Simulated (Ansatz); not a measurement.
Worked example: Al(CH3)I2 + I2 → AlI3 + CH3I

Species: Al(CH3)I2, singlet; I2 (iodine), singlet; AlI3 (aluminum iodide) `[I][Al]([I])[I]`, singlet; CH3I (methyl iodide) `CI`, singlet. The partners trade CH3 for I: Al–CH3 and I–I bonds give way to Al–I and I–CH3.

Shapes, held fixed at every level: PBE0-D4/def2-TZVP. Programs: Ansatz 0.2.0. Electronic energies: no zero-point or thermal term.

At CCSD(T)/def2-TZVPP; 1 Eh = 2625.50 kJ/mol:

| species | energy (Eh) |
| --- | --- |
| Al(CH3)I2 | -876.253001 |
| I2 | -594.289952 |
| AlI3 | -1133.606126 |
| CH3I | -336.975382 |

Q: Work out ΔE of the reaction at this level.

A: 
1. Products less reactants: (-1133.606126) + (-336.975382) − [(-876.253001) + (-594.289952)] = -0.038555 Eh = -101.2 kJ/mol.

Other levels give -111.7 (MP2/def2-TZVPP) to -81.4 kJ/mol (B3LYP-D4/def2-TZVPP). No measured value is set beside it here. For atoms past krypton def2 sets carry core potentials with scalar relativity. Outer-core shells of I are correlated in most correlated rows, in sets that cover them unevenly. The median of the other levels is -89.5 kJ/mol.
